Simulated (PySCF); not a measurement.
Isomers of C5H8F3PSi, one GFN2-xTB conformer each. Single-point energies are computed at PBE0/pcSseg-1 (PySCF, gas phase, no added dispersion term), electronic only.

Problem. Rank them by PBE0/pcSseg-1 energy, lowest first (kJ/mol).
A. `[F:1][C:2]([F:3])([F:4])[C:5]1=[C:6]([SiH3:7])[CH2:8][PH:9][CH2:10]1` with C5–C6–C8–P9 -16°, C6–C8–P9–C10 21°, C8–P9–C10–C5 -20°, C2–C5–C10–P9 -165°
B. `[F:1][C:2]([F:3])([F:4])[P:5]1[CH2:6][CH2:7][CH:8]=[C:9]1[SiH3:10]` with C2–P5–C6–C7 83°, P5–C6–C7–C8 13°, C6–C7–C8–C9 -10°, C2–P5–C9–C8 -90°

Solution. A (0.0), B (11.1).

GFN2-xTB itself gives, in the same order: 0.0, 20.7. Both levels put the same isomer lowest.

Problem. Which frontier levels, dipoles and rotational constants go with these structures?

Solution. 
```json
{"SMILES": "FC(F)(F)C1=C([SiH3])CPC1", "HOMO (eV, PBE0/pcSseg-1)": "-7.41", "LUMO (eV)": "-1.10", "dipole (D)": "1.75", "A, B, C (MHz)": "1182, 837.0, 548.1"}
{"SMILES": "FC(F)(F)P1CCC=C1[SiH3]", "HOMO (eV, PBE0/pcSseg-1)": "-7.30", "LUMO (eV)": "-0.85", "dipole (D)": "2.99", "A, B, C (MHz)": "1260, 903.2, 669.3"}
```

Problem. As an exercise, what shares would exp(−E/RT) give at 298.15 K from these electronic energies alone (no entropy, no degeneracies)?

Solution. RT = 2.479 kJ/mol: FC(F)(F)C1=C([SiH3])CPC1 98.9 %, FC(F)(F)P1CCC=C1[SiH3] 1.1 %.
